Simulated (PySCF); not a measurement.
## Working with the constants of Ca₂⁺

ROHF-CCSD(T) constants of Ca₂⁺, ²Σu⁺ (doublet), unpaired electrons σ ↑ (PySCF, no relativity, basis sets Ca pcseg-1; masses 39.9626 and 39.9626 u):

- ωe: 130.5 cm⁻¹
- ωexe: 0.43 cm⁻¹
- Be: 0.054729 cm⁻¹
- αe: 0.000254 cm⁻¹
- De to Ca⁺ + Ca: 1.09 eV

What force constant and bond length do these constants imply?

Reduced mass μred = 19.981 u; k = 5.8918×10⁻⁷·μred·ωe² (u, cm⁻¹, mdyn/Å) = 0.200 mdyn/Å; Re = √(16.8576/(μred·Be)) (u, cm⁻¹, Å) = 3.926 Å.

Estimate the centrifugal constant D from the Kratzer relation and find the Dunham coefficient a1.

D = 4Be³/ωe² = 3.85e-08 cm⁻¹; a1 = −1 − αeωe/(6Be²) = -2.84.

Correlated steps freeze 10 core orbitals. Correlated levels converge slowly with the basis: in double zeta they bind strong bonds too weakly, by up to about 1 eV, and carry superposition errors of some tenths. The state was picked by a PBE0 search and need not be the measured ground state.
